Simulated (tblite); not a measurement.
Species: CH₅FSSi.
Structure used (GFN2-xTB), in Å, numbered top down from 1:
```xyz
9
CH5FSSi angstrom
C      1.5137   -0.0323    0.1436
S      0.2914   -1.1419   -0.6346
Si    -1.5051   -0.0980   -0.1495
F     -1.2955    1.4514   -0.5331
H      2.4902   -0.4659   -0.0418
H      1.4501    0.9513   -0.3101
H      1.3301    0.0254    1.2118
H     -1.7143   -0.0615    1.2852
H     -2.5470   -0.6225   -0.9966
```

Computed values, GFN2-xTB/tblite, gas phase, harmonic and unscaled. Against measured fundamentals such values can be off by several per cent, at times by over 20. Modes of hydrogen on silicon can be 10 to 20 % off. One conformer, not necessarily the lowest.

Harmonic wavenumbers (cm⁻¹): 53.3, 113.9, 150.1, 228.2, 497.0, 516.0, 573.5, 713.9, 714.8, 737.9, 817.3, 947.5, 960.3, 1322.0, 1450.0, 1458.0, 2367.6, 2450.3, 3034.1, 3042.6, 3064.4.

A = 7522, B = 2984, C = 2373 MHz; mass 95.987 u (most abundant isotopes); point group C1, symmetry number 1.

Task: What is the zero-point energy?

Result: Half the sum of the wavenumbers: 12606 cm⁻¹ = 150.80 kJ/mol.

Task: Entropy at 350 K, 1 bar (ideal gas, RRHO, classical rotation)?

Result: Translation 169.11, rotation 111.64, vibration 76.10: S = 356.8 J/(mol K).

Task: And Cp and H(350 K) − H(0)?

Result: Cp = 106.57 J/(mol K), of which vibrations give 73.31 (their classical limit is 21 R = 174.6); H(350 K) − H(0) = 25.21 kJ/mol without the zero-point energy, 13.57 from vibrations.

Task: Which modes carry the vibrational entropy at 350 K?

Result: 53.3 cm⁻¹: 20.95; 113.9 cm⁻¹: 14.70; 150.1 cm⁻¹: 12.46; 228.2 cm⁻¹: 9.14; 497.0 cm⁻¹: 3.68; 516.0 cm⁻¹: 3.46 J/(mol K); the other 15 give 11.70 together.

Task: Blend soft modes into free rotors: weight 1/[1 + (100 cm⁻¹/ν̃)⁴] for the oscillator and the rest for a rotor with moment μB/(μ + B), μ = h/(8π²ν), B = 10⁻⁴⁴ kg m². What vibrational entropy results?

Result: 69.58 J/(mol K) in place of 76.10, which changes −T·S at 350 K by +2.28 kJ/mol.

Task: How do the functions run with temperature in this model?

Result: 
```
 T (K)  S (J/(mol K))  Cp (J/(mol K))  H − H(0) (kJ/mol)  G − H(0) (kJ/mol)  ln q(vib)
   150          285.0            67.3               7.69             -35.06       1.74
   250          324.2            88.0              15.45             -65.60       3.14
298.15          340.5            97.4              19.91             -81.61       3.79
   400          371.6           114.3              30.73            -117.91       5.15
   600          422.7           137.6              56.10            -197.52       7.67
   900          483.1           159.9             100.98            -333.77      11.06
```

q(vib) and H(0) count from the zero-point level.

Task: What must be added to the electronic energy to get the Gibbs energy at 350 K and 1 bar?

Result: ZPE + [H(350 K) − H(0)] − T·S = 150.80 + 25.21 − 124.90 = 51.11 kJ/mol.

Hindered rotation and anharmonicity are outside this model. Other conformers, if any are populated, would add a mixing term that is left out. The structure is chiral; the term R ln 2 for an equal mix with its mirror image is left out.

Run on Arm Neoverse V2, one thread (shared host). This covers the Hessian and the dipole derivatives.
